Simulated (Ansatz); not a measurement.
`C#C[SiH2]C=O` + `O[SiH2]F` → `O=C[SiH2]F` + `C#C[SiH2]O`  (redistribution)

Calculated with Ansatz (gas phase, PBE0-D4/def2-TZVP geometries, no zero-point term in ΔE). CCSD(T)/CBS is the MP2 limit (def2-TZVPP, def2-QZVPP) plus CCSD(T) − MP2 in def2-TZVPP, frozen cores. Functionals use def2-TZVPP. B3LYP here is the variant with VWN-RPA as its local correlation; programs differ in this. HSE06 is defined as in plane-wave codes. One conformer a species, not always the lowest.

`C#C[SiH2]C=O`:

Cartesian coordinates in Å:
```
C -1.567 1.751 0.752
C -1.042 0.701 0.475
Si -0.179 -0.839 0.030
C 1.564 -0.406 -0.678
O 2.315 -1.283 -1.020
H -2.038 2.675 0.999
H 0.006 -1.692 1.228
H -0.934 -1.569 -1.016
H 1.874 0.661 -0.770
```

`O[SiH2]F`:

```xyz
6

O    -0.978    0.804    0.128
Si    0.375   -0.102    0.064
F     0.819   -0.359   -1.447
H    -1.813    0.414   -0.133
H     1.432    0.684    0.728
H     0.165   -1.441    0.661
```

`O=C[SiH2]F`:

```xyz
7

O    -1.973    0.054   -0.405
C    -1.007    0.521    0.145
Si    0.680   -0.356   -0.101
F     1.817    0.423    0.710
H    -1.110    1.436    0.774
H     0.575   -1.738    0.420
H     1.017   -0.339   -1.543
```

`C#C[SiH2]O`:

Cartesian coordinates in Å:
```
C 0.570 1.926 -0.797
C 0.308 0.787 -0.499
Si -0.075 -0.938 -0.026
O -1.149 -0.992 1.214
H 0.799 2.932 -1.066
H 1.212 -1.588 0.326
H -0.720 -1.635 -1.158
H -0.945 -0.492 2.005
```

Task: Is it downhill or uphill in electronic energy at CCSD(T)/CBS, and by how much? (Estimate.)

Result: Ansatz gave: Uphill: ΔE = +5.2 kcal/mol.

Task: What do these levels give: HSE06-D4, r2SCAN, B3LYP, r2SCANh, LC-ωPBE, MP2/def2-SVP, HF/def2-TZVPP, CCSD(T)/def2-TZVPP, HF/def2-QZVPP, MP2/def2-QZVPP, SCS-MP2/def2-QZVPP, MP2/CBS(def2)? (Best estimate.)

Result: Computed: HSE06-D4 5.4, r2SCAN 5.5, B3LYP 5.0, r2SCANh 5.5, LC-ωPBE 5.1, MP2/def2-SVP 5.2, HF/def2-TZVPP 4.6, CCSD(T)/def2-TZVPP 5.3, HF/def2-QZVPP 4.6, MP2/def2-QZVPP 5.3, SCS-MP2/def2-QZVPP 5.0, MP2/CBS(def2) 5.3 kcal/mol.

Largest T1 diagnostic among the species: 0.015.

Leaving LDA and LC-ωPBE aside and taking each functional with its dispersion term where it has one, the values, not all of them listed here, spread over 0.6 kcal/mol, from ωB97X-V to r2SCAN-D4.
